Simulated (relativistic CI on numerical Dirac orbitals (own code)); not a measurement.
## Radial parameters of Os⁷¹⁺

Computed by Dirac-Coulomb-Breit CI, separate exchange-only KLI orbitals for each configuration, QED by a radiative potential, unscaled Slater integrals (own radial code, finite nucleus).

Slater integrals F^k, G^k are unscaled and averaged over j, outside the closed core 1s2; ζ comes from projecting the Hamiltonian with its Breit term on Σ l·s of the shell.

- 2s²2p: ζ(2p) = 8.9185e+06 cm⁻¹; <r>(2p) = 0.06351, <r^2>(2p) = 0.004923 (bohr units).
- 2s2p²: F^2(2p,2p) = 1.4745e+06, G^1(2s,2p) = 1.5869e+06, ζ(2p) = 8.8995e+06 cm⁻¹; <r>(2s) = 0.07145, <r^2>(2s) = 0.006076, <r>(2p) = 0.06354, <r^2>(2p) = 0.004928 (bohr units).
- 2p³: F^2(2p,2p) = 1.4729e+06, ζ(2p) = 8.8808e+06 cm⁻¹; <r>(2p) = 0.06361, <r^2>(2p) = 0.004939 (bohr units).

Averages of the first 10 configurations, taken without configuration mixing, which lowers the lowest level and can move excited configurations by several eV; other configurations of the list can lie among them:

```
Configuration  Parity  States  Average energy above the lowest level (eV)
        2s²2p     odd       6                                      1109.8
        2s2p²    even      30                                      2475.2
          2p³     odd      20                                      3906.2
        2p²3s    even      30                                     14048.3
        2p²3p     odd      90                                     14453.8
        2s²3s    even       2                                     11328.4
        2p²3d    even     150                                     14754.2
        2s²3p     odd       6                                     11746.7
        2s²3d    even      10                                     12046.7
       2s2p3s     odd      24                                     12655.4
```
